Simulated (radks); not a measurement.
Pr16+, configuration [Kr] 4d7 (the NIST ground configuration).

All-electron calculation, scalar-relativistic Kohn-Sham, exchange-only LDA, spin-polarised, spherical densities, point nucleus; open shells are filled with parallel spins first (spin-orbit coupling, left out, can overturn this in heavy ions). Program: a radial shooting solver on a logarithmic mesh with Libxc functionals.

Energy parts (Ry):
total: -18272.8940
kinetic: 19422.6491
electron-nucleus: -43225.9137
Hartree: 5913.1551
exchange: -382.7845

Orbitals (lengths in bohr, moments of r in powers of bohr; r(90%) holds 90 % of the orbital's charge):
orbital,occ.,eigenvalue (Ry),r(90%),<r^4>,<1/r>
1s up,1,-3096.780,0.0435,1.649e-06,64.64
1s down,1,-3096.775,0.0435,1.649e-06,64.64
2s up,1,-520.4211,0.159,0.0002702,14.92
2s down,1,-520.2927,0.159,0.0002702,14.92
2p up,3,-468.6501,0.147,0.0001982,14.10
2p down,3,-468.5456,0.147,0.0001981,14.10
3s up,1,-132.4667,0.399,0.01080,5.436
3s down,1,-132.3772,0.399,0.01077,5.438
3p up,3,-116.0718,0.404,0.01123,5.147
3p down,3,-115.9766,0.404,0.01120,5.148
3d up,5,-93.08154,0.385,0.009160,4.888
3d down,5,-92.95984,0.385,0.009129,4.888
4s up,1,-45.43189,0.857,0.2345,2.362
4s down,1,-45.07281,0.858,0.2351,2.362
4p up,3,-39.83475,0.903,0.2865,2.207
4p down,3,-39.47869,0.905,0.2879,2.205
4d up,5,-31.79083,0.972,0.3769,1.999
4d down,2,-31.44112,0.975,0.3807,1.997
5s up,0,-21.69756,1.60,2.941,1.206
5s down,0,-21.51711,1.61,2.997,1.199
5p up,0,-19.55326,1.70,3.725,1.131
5p down,0,-19.39068,1.71,3.805,1.124

The highest occupied level is 4d down at -427.78 eV. Summed over all electrons, <r^2> = 8.463 bohr^2, which gives a Langevin (diamagnetic) susceptibility term of -6.7 x 10^-6 cm^3/mol. Spin moment in Bohr magnetons: 3.
